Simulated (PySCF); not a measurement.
Where the electron goes

C2H6GeO.
Z-matrix (Å and degrees, PBE0-D3(BJ)/def2-SVP geometry), rows numbered from 1:
```
C 
C   1  1.5051
O   2  1.2047  1  122.92
Ge  2  2.0146  1  118.90  3   178.61
H   1  1.0993  2  110.12  3    -1.48
H   1  1.1024  2  109.93  3  -123.03
H   1  1.1022  2  109.77  3   119.92
H   4  1.5398  2  107.67  1   -94.50
H   4  1.5422  2  112.16  1    25.11
H   4  1.5345  2  108.07  1   147.13
```

Method used: PySCF, TDDFT CAM-B3LYP/def2-SVPD, vertical, gas phase, core orbitals frozen in the response. The CAM-B3LYP/def2-SVPD calculation is non-relativistic and has no spin–orbit coupling, an omission that weighs most on germanium.

Frontier orbitals with the atoms that hold most of them (Löwdin shares over 4%, at most four atoms; ? is withheld):

```csv
orbital,ε (eV),atoms
LUMO+2,1.40,"Ge4 42%, H9 12%, C2 12%, H8 10%"
LUMO+1,0.78,"Ge4 47%, C1 10%, H9 8%, H8 7%"
LUMO,0.04,?
HOMO,?,?
HOMO-1,-11.10,"Ge4 39%, H8 25%, H10 20%, O3 7%"
HOMO-2,-11.14,"Ge4 41%, H9 27%, H10 15%, H8 8%"
HOMO-3,-12.16,"O3 39%, C1 20%, C2 18%, H7 8%"
```

Problem. Which atoms hold the HOMO, and with what shares?

Solution. O3 (bonded to C) 48%; C2 (bonded to C, Ge and O) 18%; Ge4 (bonded to C and 3 H) 15%; C1 (bonded to C and 3 H) 10%. By element: oxygen 48%, carbon 29%, germanium 15%.

Problem. Which atoms hold the LUMO, and with what shares?

Solution. C2 (bonded to C, Ge and O) 37%; O3 (bonded to C) 31%; Ge4 (bonded to C and 3 H) 12%; C1 (bonded to C and 3 H) 8%. By element: carbon 45%, oxygen 31%, germanium 12%.

Problem. What is the HOMO energy, and the HOMO–LUMO gap?

Solution. ε(HOMO) = -8.34 eV; the gap is 8.38 eV (0.3081 hartree).

Problem. How does S1 compare with the orbital gap of 8.38 eV?

Solution. S1 is at 3.68 eV (f = 0.0011), 4.70 eV below the gap, made of HOMO→LUMO (96%). 

Problem. Give energy, strength and leading configuration of S1 and S2, and follow the Löwdin shares of the leading atoms from the occupied to the empty orbital.

Solution. 
- S1 (3.68 eV, f 0.0011), HOMO→LUMO (96%): O3 48% → 31%, C2 18% → 37%
- S2 (6.31 eV, f 0.017), HOMO→LUMO+1 (86%): O3 48% → at most 8%, C2 18% → at most 8%, Ge4 15% → 47%, C1 10% → 10%

Löwdin shares depend on the basis, the more so with diffuse functions.

On one thread, Arm Neoverse V2, shared host, this took 33 s.
